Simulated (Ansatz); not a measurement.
Species: dibromo(chloro)borane, sum formula BBr₂Cl, charge 0, multiplicity 1. 
Structure (B3LYP-D3(BJ)/def2-TZVP (Ansatz, a program for electronic structure) minimum search):
```
B
Cl 1 1.7396
Br 1 1.9101 2 120.03
Br 1 1.9101 2 120.03 3 180.00
```
Charge 0, spin multiplicity 1.

Parts of the frozen-core correlation energy in STO-3G (Ansatz, hartree). Frozen orbitals: 34; correlated occupied orbitals by spin: 12 and 12; virtual: 4 and 4. Spin-orbit coupling is left out. No relativistic terms.

| term | value |
|---|---|
| reference (HF) | -5568.40804 |
| MP2 opposite-spin | (withheld) |
| MP2 same-spin | (withheld) |
| CCSD correlation | (withheld) |
| (T) | -0.00348 |
| FCI minus CCSD(T) | -0.00050 |
| T1 diagnostic | 0.013 |
| largest doubles amplitude | 0.044 |

Q: Some entries are withheld; supply them.

A: 
- MP2 opposite-spin, value: -0.05214
- MP2 same-spin, value: -0.01523
- CCSD correlation, value: -0.07785
